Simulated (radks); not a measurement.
Values are calculated unless marked as measured or tabulated.
Ionisation of neutral thallium, [Hg] 6p1, to Tl+, [Hg], under several functionals. Scalar-relativistic Kohn-Sham, spin-polarised, spherical densities, finite nucleus; open shells are filled with parallel spins first (spin-orbit coupling, left out, can overturn this in heavy ions); a radial shooting solver on a logarithmic mesh with Libxc functionals.

functional	E(Tl) (hartree)	Exc (hartree)	IE (eV)	-e(HOMO) (eV)	<r> HOMO (bohr)	IE error (eV)
PW91	-20242.5648	-380.1144	5.374	2.661	3.796	-0.734
revPBE	-20241.1021	-378.6580	5.229	2.550	3.824	-0.880
BP86	-20242.9814	-380.5232	5.449	2.756	3.751	-0.659
B86b exchange with PBE correlation	-20242.1094	-379.6570	5.336	2.634	3.803	-0.772
XLYP	-20242.8220	-380.3413	5.320	2.523	3.830	-0.789
RPBE	-20241.2622	-378.8189	5.234	2.546	3.845	-0.874

NIST Atomic Spectra Database: 6.108 eV (measured). Closest: BP86. The Delta-SCF values span 0.22 eV, the total energies 1.88 hartree. The highest occupied level is 6p. Open shells are spherical and high-spin; term and fine-structure splittings are not resolved. Spin-orbit splitting is averaged out at the scalar-relativistic level.
